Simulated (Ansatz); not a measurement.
Consider the ligand exchange at the Al–O bond: `C[O][Al]([OH])[OH]` + HBr → `[OH][Al]([OH])[Br]` + CH₃OH.

Gas-phase electronic energies from Ansatz, PBE0-D4/def2-TZVP geometries. CBS: MP2 limit from def2 TZ/QZ plus the TZ coupled-cluster correction, frozen cores. This one scheme is used for every species. DFT in def2-TZVPP. B3LYP here is the variant with VWN-RPA as its local correlation; programs differ in this. For Br outer-core shells are correlated without core-valence functions, which leaves a few kJ/mol of doubt a bond. Scalar relativity is left out up to krypton. Each species was taken in one conformer, which may not be the lowest.

```json
{"level": "B3LYP-D4", "ΔE (kJ/mol)": "-25.0"}
{"level": "BHLYP-D4", "ΔE (kJ/mol)": "-28.5"}
```

(1) What does CCSD(T)/CBS give? (An estimate is asked.)

Largest T1 diagnostic among the species: 0.012.

Results:

(1) The calculation gave: -31.3 kJ/mol. The listed levels differ from it by 6.3, 2.8 kJ/mol.

Leaving LDA and LC-ωPBE aside and taking each functional with its dispersion term where it has one, the values, not all of them listed here, spread over 15.5 kJ/mol, from HSE06-D4 to BLYP-D4. LDA lies +7.0 kJ/mol from PBE without D4. From BLYP to BHLYP (50 % exact exchange), in def2-TZVPP and without D4, ΔE moves by −4.6 kJ/mol.
